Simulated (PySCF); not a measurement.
GaH3O2Se. Atoms are numbered in the order given.

```xyz
7

Ga     0.0026     0.7559     0.0000
O      1.4334     1.8146     0.0000
H      2.2836     1.3642     0.0000
O     -1.5768     1.5677     0.0000
H     -1.5021     2.5285     0.0000
Se     0.0502    -1.5532     0.0000
H     -1.4212    -1.5763     0.0000
```
Charge 0, spin multiplicity 1.

Coordinates come from a PBE0-D3(BJ)/def2-SVP optimisation. Other conformers were not sampled.

Level of theory: PySCF 2.14.0 with TDA-PBE/def2-SVPD.

Vertical excitations. Gas-phase values at a fixed geometry. State labels are in the subgroup Cs.

Computed lowest excited states:
```
state  symmetry  energy (eV)  λ (nm)      f                                                                main pairs
-----  --------  -----------  ------  -----  ------------------------------------------------------------------------
S1           A"         4.41     281  0.017                                                           HOMO→LUMO 100 %
S2           A"         5.35     232  0.003                                                          HOMO→LUMO+1 98 %
S3           A"         5.38     230  0.000                                                          HOMO−1→LUMO 99 %
S4           A'         5.61     221  0.002                                        HOMO→LUMO+2 70 %, HOMO−2→LUMO 28 %
S5           A"         6.15     202  0.026                                      HOMO−3→LUMO 72 %, HOMO−1→LUMO+1 24 %
S6           A"         6.23     199  0.012                                      HOMO−1→LUMO+1 75 %, HOMO−3→LUMO 20 %
S7           A'         6.29     197  0.060                                      HOMO−4→LUMO 62 %, HOMO−1→LUMO+2 25 %
S8           A"         6.33     196  0.020                                                          HOMO→LUMO+3 93 %
S9           A'         6.42     193  0.270  HOMO−2→LUMO 40 %, HOMO−2→LUMO+1 22 %, HOMO→LUMO+2 13 %, HOMO−4→LUMO 11 %
S10          A"         6.43     193  0.033                                                          HOMO→LUMO+4 92 %
T1           A"         4.13     300      0                                                            HOMO→LUMO 99 %
T2           A"         4.96     250      0                                                          HOMO→LUMO+1 99 %
T3           A'         5.04     246      0                                                          HOMO→LUMO+2 95 %
T4           A"         5.12     242      0                                                          HOMO−1→LUMO 99 %
```
Triplets are in the Tamm–Dancoff approximation.
